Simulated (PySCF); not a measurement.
How methods differ on the excitation energy of Cu⁺

Cu⁺ [Ar] 3d10 (1S) → Cu⁺ [Ar] 3d9 4s1 (3D), as a difference of total energies. Computed with PySCF 2.14 in aug-cc-pVTZ-PP with one added diffuse shell each of s, p, d, f, g type with ECP10MDF (7s7p6d4f3g, 113 functions), with scalar relativity through the core potential. Correlated levels: valence: 3s2 3p6 frozen. The calculations carry no spin-orbit coupling.

```csv
method,excitation energy (cm⁻¹)
UHF,5019.7
LDA,23275
PBE,20039
PBE0,17821
r2SCAN,15695
wB97X,21769
LC-wPBE,21747
wB97M-V,19540
MP2 (valence),27431
SCS-MP2 (valence),25310
```

Errors of the correlated levels include the incompleteness of this basis and the frozen core.

For comparison: 22649 cm⁻¹ (measured; NIST levels, between the centres of gravity of the two terms).
